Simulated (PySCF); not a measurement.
Stepwise substitution at one centre (Ge F-OH). All species are isolated molecules in the gas phase. One relaxed conformer stands for each flexible species; it need not be the lowest. Strings in code marks are SMILES.

Quantity: redistribution energy (mixed species minus the weighted end members), in eV.

Level 1: r2SCAN-D4/def2-TZVP (PySCF)
Level 2: B3LYP/6-311+G** (LANL2DZ on Ge) // r2SCAN-D4/def2-TZVP (PySCF)
Level 3: M06-2X/6-31G* // r2SCAN-D4/def2-TZVP (PySCF)
Level 4: PBE/6-31G* // r2SCAN-D4/def2-TZVP (PySCF)

```
species                                                                                             level 1     level 2  level 3     level 4
-----------------------------------------------------------------------------------------------  ----------  ----------  -------  ----------
2 of 4 F replaced by OH: `[OH][Ge]([OH])([F])[F]` (H–O–Ge–F torsion -85°, F–Ge–O–H torsion 30°)  (withheld)      -0.114   -0.065  (withheld)
3 of 4 F replaced by OH: `[OH][Ge]([OH])([OH])[F]`                                                   -0.050  (withheld)   -0.024      -0.025
1 of 4 F replaced by OH: `[OH][Ge]([F])([F])[F]`                                                     -0.062      -0.079   -0.046      -0.047
```

What belongs in the gaps?


- 2 of 4 F replaced by OH: `[OH][Ge]([OH])([F])[F]` (H–O–Ge–F torsion -85°, F–Ge–O–H torsion 30°), level 1: -0.095
- 2 of 4 F replaced by OH: `[OH][Ge]([OH])([F])[F]` (H–O–Ge–F torsion -85°, F–Ge–O–H torsion 30°), level 4: -0.075
- 3 of 4 F replaced by OH: `[OH][Ge]([OH])([OH])[F]`, level 2: -0.081
